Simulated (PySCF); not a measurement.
From one molecule to another.

First species: CH₈GeOSi.
SMILES: `[CH3][GeH2][O][SiH3]`

Second species: C4H10N (charge +1).
SMILES: `C(C)=[N+](C)C`

Levels: CAM-B3LYP/def2-SVPD for HOMO energy, LUMO energy, HOMO–LUMO gap, static isotropic polarisability and electronic spatial extent ⟨r²⟩ about the centre of nuclear charge; TDDFT CAM-B3LYP/def2-SVPD for lowest singlet excitation; TDA CAM-B3LYP/def2-SVPD for lowest triplet excitation (Tamm–Dancoff); ΔSCF CAM-B3LYP/def2-SVPD for vertical ionisation energy; PBE0-D3(BJ)/def2-SVP for rotational constant A and rotational constant C. Geometries: PBE0-D3(BJ)/def2-SVP. Each structure is a single optimised conformer of the isolated species, non-relativistic unless stated; the electronic structure was computed with PySCF and density fitting.

The conformers computed, where there is a choice (atom-mapped SMILES and torsion angles):
- `[CH3:1][GeH2:2][O:3][SiH3:4]`: C1–Ge2–O3–Si4 -65°

```
                                                         property   column X   column Y
                                                      HOMO energy   -9.61 eV  -15.66 eV
                                                      LUMO energy    0.90 eV   -5.38 eV
                                                    HOMO–LUMO gap   10.51 eV   10.28 eV
                                        lowest singlet excitation    7.03 eV    7.37 eV
                         lowest triplet excitation (Tamm–Dancoff)    6.66 eV    4.79 eV
                                  static isotropic polarisability    73.0 au    54.0 au
                                       vertical ionisation energy   10.38 eV   16.54 eV
electronic spatial extent ⟨r²⟩ about the centre of nuclear charge  802 bohr²  493 bohr²
                                            rotational constant A  7.563 GHz  8.503 GHz
                                            rotational constant C  1.535 GHz  2.717 GHz
```

(1) Which column belongs to which species?

(2) How does each property change from the first species to the second?

## Answers

(1) Column X is the first species and column Y the second. The first has 12 atoms and 68 electrons, the second 15 and 40; their charges are 0 and +1, their HOMO energies -9.61 eV and -15.66 eV.

(2) HOMO energy -6.05 eV; LUMO energy -6.28 eV; HOMO–LUMO gap -0.23 eV; lowest singlet excitation +0.34 eV; lowest triplet excitation (Tamm–Dancoff) -1.87 eV; static isotropic polarisability -19.0 au; vertical ionisation energy +6.16 eV; electronic spatial extent ⟨r²⟩ about the centre of nuclear charge -309 bohr²; rotational constant A +0.940 GHz; rotational constant C +1.182 GHz.

On the first: No computed singlet falls in the visible range (750 to 380 nm, 1.65 to 3.26 eV); S1 lies 3.77 eV above its blue end. The principal polarisabilities are 66.5, 72.6 and 80.0 au; their mean is the isotropic value. The calculation is non-relativistic and has no spin–orbit coupling, an omission that weighs most on germanium.

On the second: The principal polarisabilities are 41.1, 51.6 and 69.3 au; their mean is the isotropic value. The polarisability is 8.00 Å³ as a volume (1 au = 0.148185 Å³), or 1.35 au for each of the 40 electrons.
